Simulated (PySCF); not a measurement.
CH4NO (SMILES NC=[OH+]), charge +1, singlet, at a GFN2-xTB geometry; M062X/6-31G (PySCF).

Input for PySCF:
```python
from pyscf import gto, scf, dft, solvent

mol = gto.Mole()
mol.atom = '''
    N     1.10015826    0.21594037    0.04590724
    C    -0.01944171   -0.42853510   -0.01516889
    O    -1.18046723    0.07163301   -0.03900407
    H     1.14809919    1.23261013    0.08195815
    H     1.99027847   -0.27101640    0.06068226
    H    -0.00328106   -1.52044704   -0.05151387
    H    -1.27581631    1.04541719   -0.00943132
'''
mol.basis = '6-31g'
mol.charge = 1
mol.verbose = 4
mol.build()

mf = dft.RKS(mol)
mf.xc = 'm062x'
mf.kernel()
```

The log (banner, timings and long lists left out):

```
PySCF version 2.14.0

[INPUT] verbose = 4
[INPUT] num. atoms = 7
[INPUT] num. electrons = 24
[INPUT] charge = 1
[INPUT] spin (= nelec alpha-beta = 2S) = 0
[INPUT] symmetry False subgroup None
[INPUT] Mole.unit = angstrom
[INPUT] Symbol           X                Y                Z      unit          X                Y                Z       unit  Magmom
[INPUT]  1 N      1.100158260000   0.215940370000   0.045907240000 AA    2.078997805078   0.408068158537   0.086752110735 Bohr   0.0
[INPUT]  2 C     -0.019441710000  -0.428535100000  -0.015168890000 AA   -0.036739507293  -0.809813973763  -0.028665047714 Bohr   0.0
[INPUT]  3 O     -1.180467230000   0.071633010000  -0.039004070000 AA   -2.230759763724   0.135366770378  -0.073707010043 Bohr   0.0
[INPUT]  4 H      1.148099190000   1.232610130000   0.081958150000 AA    2.169593032935   2.329295564065   0.154878457176 Bohr   0.0
[INPUT]  5 H      1.990278470000  -0.271016400000   0.060682260000 AA    3.761081219918  -0.512146771266   0.114672852020 Bohr   0.0
[INPUT]  6 H     -0.003281060000  -1.520447040000  -0.051513870000 AA   -0.006200304798  -2.873228492506  -0.097347105916 Bohr   0.0
[INPUT]  7 H     -1.275816310000   1.045417190000  -0.009431320000 AA   -2.410943411153   1.975552175012  -0.017822611793 Bohr   0.0

nuclear repulsion = 79.1480844114362
number of shells = 23
number of NR pGTOs = 82
number of NR cGTOs = 35
basis = 6-31g
ecp = {}

******** <class 'pyscf.dft.rks.RKS'> ********
method = RKS
initial guess = minao
damping factor = 0
level_shift factor = 0
DIIS = <class 'pyscf.scf.diis.CDIIS'>
diis_start_cycle = 1
diis_space = 8
diis_damp = 0
SCF conv_tol = 1e-09
SCF conv_tol_grad = None
SCF max_cycles = 50
direct_scf = True
direct_scf_tol = 1e-13
XC library pyscf.dft.libxc version 7.1.2
    S. Lehtola, C. Steigemann, M. J. T. Oliveira, and M. A. L. Marques,  SoftwareX 7, 1–5 (2018)
XC functionals = m062x
    Y. Zhao and D. G. Truhlar,  Theor. Chem. Acc. 120, 215 (2008)
    Y. Zhao and D. G. Truhlar,  Theor. Chem. Acc. 120, 215 (2008)
radial grids:
    Treutler-Ahlrichs [JCP 102, 346 (1995); DOI:10.1063/1.469408] (M4) radial grids

becke partition: Becke, JCP 88, 2547 (1988); DOI:10.1063/1.454033
pruning grids: <function nwchem_prune>
grids dens level: 3
symmetrized grids: False
atomic radii adjust function: <function treutler_atomic_radii_adjust>
small_rho_cutoff = 0
Set gradient conv threshold to 3.16228e-05
Initial guess from minao.
tot grids = 81336
init E= -170.983959237491
  HOMO = -0.348010521141412  LUMO = -0.0170051942107918  gap/eV = 9.00711
cycle= 1 E= -170.014448892549  delta_E= 0.97  |g|= 0.497  |ddm|= 2.33
  HOMO = -0.629373817406526  LUMO = -0.268021989601296  gap/eV = 9.83288
cycle= 2 E= -170.005456669311  delta_E= 0.00899  |g|= 0.611  |ddm|= 0.911
  HOMO = -0.649356042689199  LUMO = -0.23385605212134  gap/eV = 11.30633
cycle= 3 E= -170.076232510455  delta_E= -0.0708  |g|= 0.0696  |ddm|= 0.476
  HOMO = -0.641849267382172  LUMO = -0.21779763736652  gap/eV = 11.53903
cycle= 4 E= -170.076928227634  delta_E= -0.000696  |g|= 0.0369  |ddm|= 0.0749
  HOMO = -0.639271669523117  LUMO = -0.219338955356414  gap/eV = 11.42695
cycle= 5 E= -170.077229652108  delta_E= -0.000301  |g|= 0.00716  |ddm|= 0.032
  HOMO = -0.640766394592017  LUMO = -0.220420005095109  gap/eV = 11.43821
cycle= 6 E= -170.077240335334  delta_E= -1.07e-05  |g|= 0.000967  |ddm|= 0.00533
  HOMO = -0.640531130150264  LUMO = -0.220123865542635  gap/eV = 11.43986
cycle= 7 E= -170.077240609794  delta_E= -2.74e-07  |g|= 9.59e-05  |ddm|= 0.00152
  HOMO = -0.640529706172637  LUMO = -0.220129764552766  gap/eV = 11.43967
cycle= 8 E= -170.077240613278  delta_E= -3.48e-09  |g|= 1.72e-05  |ddm|= 0.000191
  HOMO = -0.640530542840146  LUMO = -0.220128843507911  gap/eV = 11.43971
cycle= 9 E= -170.077240613375  delta_E= -9.63e-11  |g|= 2.19e-06  |ddm|= 3.02e-05
  HOMO = -0.640530576271935  LUMO = -0.220128618032556  gap/eV = 11.43972
Extra cycle  E= -170.077240613376  delta_E= -1.31e-12  |g|= 2.08e-06  |ddm|= 5.09e-06
converged SCF energy = -170.077240613376
```
